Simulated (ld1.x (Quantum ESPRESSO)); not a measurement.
# u(r) = r·R(r): atom against pseudo-atom (selenium (Se))

Columns: radius, all-electron u(r) and pseudo u(r) of the 4s shell (level -17.29 eV) of selenium in the configuration [Ar] 3d10 4s2 4p4; PBEsol, scalar-relativistic, PAW scheme, ld1.x (Quantum ESPRESSO) 7.5.

```json
{"r (bohr)": "0.082", "all-electron": "-0.1377", "pseudo": "-0.0097"}
{"r (bohr)": "0.165", "all-electron": "-0.2126", "pseudo": "-0.0225"}
{"r (bohr)": "0.248", "all-electron": "0.0580", "pseudo": "-0.0412"}
{"r (bohr)": "0.330", "all-electron": "0.3014", "pseudo": "-0.0677"}
{"r (bohr)": "0.413", "all-electron": "0.4019", "pseudo": "-0.1043"}
{"r (bohr)": "0.495", "all-electron": "0.3686", "pseudo": "-0.1508"}
{"r (bohr)": "0.578", "all-electron": "0.2481", "pseudo": "-0.2081"}
{"r (bohr)": "0.660", "all-electron": "0.0867", "pseudo": "-0.2738"}
{"r (bohr)": "0.742", "all-electron": "-0.0862", "pseudo": "-0.3466"}
{"r (bohr)": "0.825", "all-electron": "-0.2538", "pseudo": "-0.4249"}
{"r (bohr)": "0.908", "all-electron": "-0.4031", "pseudo": "-0.5046"}
{"r (bohr)": "0.990", "all-electron": "-0.5278", "pseudo": "-0.5812"}
{"r (bohr)": "1.072", "all-electron": "-0.6288", "pseudo": "-0.6523"}
{"r (bohr)": "1.155", "all-electron": "-0.7079", "pseudo": "-0.7155"}
{"r (bohr)": "1.238", "all-electron": "-0.7656", "pseudo": "-0.7669"}
{"r (bohr)": "1.320", "all-electron": "-0.8041", "pseudo": "-0.8041"}
{"r (bohr)": "1.402", "all-electron": "-0.8268", "pseudo": "-0.8268"}
{"r (bohr)": "1.485", "all-electron": "-0.8360", "pseudo": "-0.8360"}
{"r (bohr)": "1.568", "all-electron": "-0.8339", "pseudo": "-0.8339"}
{"r (bohr)": "1.650", "all-electron": "-0.8226", "pseudo": "-0.8226"}
{"r (bohr)": "1.733", "all-electron": "-0.8040", "pseudo": "-0.8040"}
{"r (bohr)": "1.815", "all-electron": "-0.7800", "pseudo": "-0.7800"}
{"r (bohr)": "1.898", "all-electron": "-0.7516", "pseudo": "-0.7516"}
{"r (bohr)": "1.980", "all-electron": "-0.7205", "pseudo": "-0.7205"}
{"r (bohr)": "2.062", "all-electron": "-0.6874", "pseudo": "-0.6874"}
{"r (bohr)": "2.145", "all-electron": "-0.6527", "pseudo": "-0.6527"}
```

(1) How many radial nodes do the two functions have?

(2) At about which radius was the pseudo-wave matched?

(3) Is the pseudo-wave norm-conserving?

Answers

(1) The all-electron 4s function has n − l − 1 = 3 (the table is too coarse to show those close to the nucleus); the pseudo-wave has 0, since the states of the same l below it are removed with the core.

(2) 1.35 bohr, where the columns begin to agree (steps of 0.08 bohr).

(3) No, it belongs to a PAW set: the norm inside the radius is not constrained, and the difference is carried by the augmentation charge.
